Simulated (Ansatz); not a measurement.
Two isomers of C2H8S2Si: A = `[SiH3]CSCS`, B = `CS[SiH](C)S`.

Gas-phase electronic energies from Ansatz, PBE0-D4/def2-TZVP geometries. CBS: MP2 limit from def2 TZ/QZ plus the TZ coupled-cluster correction, frozen cores. DFT in def2-TZVPP. B3LYP here is the variant with VWN-RPA as its local correlation; programs differ in this. One conformer a species, not always the lowest.

A:

Z-matrix (Å, degrees):
```
Si
C 1 1.881
H 1 1.490 2 111.1
H 1 1.487 2 110.2 3 120.0
H 1 1.484 2 108.9 3 -120.4
S 2 1.815 1 111.2 3 -174.4
H 2 1.093 1 109.4 3 69.1
H 2 1.093 1 113.5 3 -49.7
C 6 1.803 2 99.8 1 79.9
S 9 1.797 6 110.7 2 -171.8
H 9 1.092 6 110.3 2 71.8
H 9 1.090 6 110.6 2 -48.6
H 10 1.343 9 96.2 6 64.7
```

B:

```xyz
13

C     1.504   -0.902    1.120
S     1.209   -1.187   -0.648
Si   -0.594   -0.097   -0.925
C    -0.444    1.717   -0.530
S    -2.167   -0.808    0.349
H     2.296   -1.587    1.422
H     0.606   -1.118    1.698
H     1.831    0.120    1.304
H    -0.917   -0.329   -2.355
H     0.334    2.170   -1.148
H    -0.185    1.871    0.519
H    -1.389    2.230   -0.727
H    -2.082   -2.079   -0.079
```

(1) Which isomer does CCSD(T)/CBS put lower? Give the gap. (An estimate is asked.)

(2) Give E(B) − E(A) in kcal/mol with BLYP-D4, MP2/def2-TZVPP, LDA (SPW92), B3LYP, CCSD(T)/def2-SVP, CCSD(T)/def2-TZVPP, CCSD/def2-TZVPP. (Best estimate.)

(3) Does the order hold for the free energy at 298.15 K (harmonic terms from PBE0-D4)? (An estimate is asked.)

Largest T1 diagnostic: 0.011.

## Answers

(1) The calculation gave: B, by 56.2 kcal/mol.

(2) Ansatz gave: BLYP-D4 -54.6, MP2/def2-TZVPP -57.2, LDA (SPW92) -54.6, B3LYP -55.3, CCSD(T)/def2-SVP -53.0, CCSD(T)/def2-TZVPP -55.4, CCSD/def2-TZVPP -55.6. None reverses the order clearly.

(3) The calculation gave: Yes: G(B) − G(A) = -53.5 kcal/mol, for one conformer each. Modes under 60 cm⁻¹, often nearly free rotors, make the harmonic entropy too high.

From BLYP to BHLYP (50 % exact exchange), in def2-TZVPP and without D4, E(B) − E(A) moves by −2.3 kcal/mol. At CCSD(T), def2-SVP lies +3.2 kcal/mol from the extrapolated value and def2-TZVPP +0.7 kcal/mol.
